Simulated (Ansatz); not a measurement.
Stepwise reaction of `[SH][GaH][SH]` with hydrogen chloride, as a gas-phase model of exchange steps in deposition or etching. ΔE in kJ/mol; ΔG adds harmonic PBE0-D4 terms to CCSD(T)/CBS, at 1 bar.

Calculated with Ansatz (gas phase, PBE0-D4/def2-TZVP geometries, no zero-point term in ΔE). CBS: MP2 limit from def2 TZ/QZ plus the TZ coupled-cluster correction, frozen cores. This one scheme is used for every species. DFT in def2-TZVPP. B3LYP here is the variant with VWN-RPA as its local correlation; programs differ in this. For Ga outer-core shells are correlated without core-valence functions, which leaves a few kJ/mol of doubt a bond. Scalar relativity is left out up to krypton. Each species was taken in one conformer, which may not be the lowest.

| step | reaction | PBE-D4 | B3LYP-D4 | ωB97M-V | CCSD(T)/CBS | ΔG(600 K) |
| --- | --- | --- | --- | --- | --- | --- |
| 2 | `[SH][GaH][Cl]` + HCl → `[Cl][GaH][Cl]` + H₂S | -19.8 | -25.1 | -26.6 | -22.6 | -24.8 |

Question: Give the row of step 1, `[SH][GaH][SH]` + HCl → `[SH][GaH][Cl]` + H₂S. (An estimate is asked.)

Answer: Computed: 
```json
{"step": "1", "reaction": "`[SH][GaH][SH]` + HCl → `[SH][GaH][Cl]` + H₂S", "PBE-D4": "-23.8", "B3LYP-D4": "-29.3", "ωB97M-V": "-30.4", "CCSD(T)/CBS": "-26.7", "ΔG(600 K)": "-34.9"}
```

Question: By hand: ΔE of the 2 steps together at CCSD(T)/CBS.

Answer: (-26.7) + (-22.6) = -49.3 kJ/mol, or -24.6 kJ/mol a step.

In ΔE the steps differ by no more than 4.1 kJ/mol. All are downhill at CCSD(T)/CBS. ΔG lies between -34.9 and -24.8 kJ/mol a step. PBE-D4 differs from CCSD(T)/CBS by 2.8 to 2.9 kJ/mol a step. Isolated molecules leave out the surface, adducts and barriers. Largest T1 diagnostic: 0.013.
